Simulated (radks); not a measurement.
Values are calculated unless marked as measured or tabulated.
Q: Species: Mo2+. Configuration: [Kr] 4d2.5 5s1 5p0.5 (fractional occupations, a model configuration). Level of theory: Dirac Kohn-Sham, PBE, spin-unpolarised, spherical densities, finite nucleus; open shells are shared between the two j in proportion to 2j + 1; Fermi nuclear charge, rms radius 4.4091 fm (a radial shooting solver on a logarithmic mesh with Libxc functionals).

Spin-orbit splittings of the eigenvalues, e(l+1/2) - e(l-1/2), with zeta = 2 splitting/(2l+1) and mean radii in bohr:

shell  occ.  splitting (eV)  zeta (eV)  <r> j=l-1/2  <r> j=l+1/2
2p        6           106.6      71.03       0.1308       0.1353
3p        6           17.55      11.70       0.4233       0.4338
3d       10           3.324      1.330       0.4131       0.4165
4p        6           2.602      1.735        1.190        1.218
4d      2.5               ?          ?        1.613        1.626
5p      0.5          0.3376     0.2251        3.270        3.332

Estimate the 4d splitting.

A: 0.2869 eV (zeta = 0.1147 eV).
